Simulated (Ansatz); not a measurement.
Two isomers of CH6GeOTe: A = `OC[Te][GeH3]`, B = `[GeH3][O]C[TeH]`.

Calculated with Ansatz (gas phase, PBE0-D4/def2-TZVP geometries, no zero-point term in ΔE). CCSD(T)/CBS adds triple-zeta CCSD(T) − MP2 to the extrapolated MP2 energy (def2 sets, frozen cores). DFT in def2-TZVPP. B3LYP here is the variant with VWN-RPA as its local correlation; programs differ in this. Elements past krypton have def2 core potentials. For Ge, Te outer-core shells are correlated without core-valence functions, which leaves a few kJ/mol of doubt a bond. Scalar relativity is left out up to krypton. Each species was taken in one conformer, which may not be the lowest.

Task: Which is lower in electronic energy at CCSD(T)/CBS, and by how much? (Estimate.)

Result: Ansatz gave: A, by 11.3 kcal/mol.

Task: Give E(B) − E(A) in kcal/mol with CCSD(T)/def2-TZVPP, MP2/def2-TZVPP, PBE-D4, HF/def2-TZVPP, B2PLYP, r2SCAN-D4, B3LYP. (Estimate.)

Result: The calculation gave: CCSD(T)/def2-TZVPP 9.4, MP2/def2-TZVPP 10.7, PBE-D4 13.5, HF/def2-TZVPP 8.1, B2PLYP 10.1, r2SCAN-D4 12.0, B3LYP 10.6. None reverses the order clearly.

Largest T1 diagnostic: 0.012.

In def2-TZVPP, CCSD(T) changes the Hartree–Fock value by +1.4 kcal/mol (the triples alone add +0.3 kcal/mol) and MP2 by +2.6 kcal/mol.
